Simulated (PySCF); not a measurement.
An unknown gives this computed stick spectrum. Level of theory: PySCF 2.14.0, density-fitted response routines, TDDFT PBE0/def2-SVPD, vertical, gas phase, core orbitals frozen in the response. Geometries: GFN2-xTB, one conformer each.

```json
{"state": "S1", "ν̃ (cm⁻¹)": "47390", "f": "0.0001", "main configurations (H = HOMO, L = LUMO)": "H→L (95%)"}
{"state": "S2", "ν̃ (cm⁻¹)": "54000", "f": "0.023", "main configurations (H = HOMO, L = LUMO)": "H→L+1 (52%), H-1→L (43%)"}
{"state": "S3", "ν̃ (cm⁻¹)": "57620", "f": "0.0001", "main configurations (H = HOMO, L = LUMO)": "H-1→L+1 (92%)"}
{"state": "S4", "ν̃ (cm⁻¹)": "58760", "f": "0.049", "main configurations (H = HOMO, L = LUMO)": "H→L+2 (94%)"}
{"state": "S5", "ν̃ (cm⁻¹)": "63930", "f": "0.0003", "main configurations (H = HOMO, L = LUMO)": "H-3→L (45%), H→L+3 (44%)"}
{"state": "S6", "ν̃ (cm⁻¹)": "64760", "f": "0.0016", "main configurations (H = HOMO, L = LUMO)": "H→L+3 (52%), H-3→L (41%)"}
```

Triplets computed (Tamm–Dancoff): 5.21, 5.38 eV.

Orbital energies (eV): HOMO-3 -9.55, HOMO-2 -9.41, HOMO-1 -8.48, HOMO -7.58, LUMO 0.20, LUMO+1 0.76, LUMO+2 0.87.

Question: Which candidate is it?
A. `C[Si@@H](F)C[SiH2]F`
B. `CC(C)(CCl)CCl`
C. `C#CC1(F)CC1`
D. `O=C1COC1`

Answer: C. Its S1 lies at 5.88 eV; the nearest of the others has S1 at 4.40 eV. S1 is HOMO→LUMO (95%). Löwdin shares by element: HOMO carbon 77% or more (atoms not listed hold the other 23%); LUMO carbon 68% or more, fluorine 10% (atoms not listed hold the other 21%). At the same level the other candidates give, for their lowest levels:
- `O=C1COC1`: 4.40 eV (f 0.000); 5.58 eV (f 0.007); 7.25 eV (f 0.001); 7.35 eV (f 0.045); 7.40 eV (f 0.011); T1 3.80 eV; HOMO -7.90, LUMO -1.21 eV
- `C[Si@@H](F)C[SiH2]F`: 7.46 eV (f 0.039); 7.93 eV (f 0.007); 8.02 eV (f 0.008); 8.12 eV (f 0.019); 8.31 eV (f 0.028); T1 7.05 eV; HOMO -8.87, LUMO -0.11 eV
- `CC(C)(CCl)CCl`: 7.43 eV (f 0.005); 7.43 eV (f 0.003); 7.50 eV (f 0.009); 7.51 eV (f 0.000); 7.89 eV (f 0.009); T1 6.76 eV; HOMO -8.37, LUMO 0.40 eV

Without π bonds the low states may be Rydberg-like; a valence basis with one diffuse set may place them up to an eV too high.
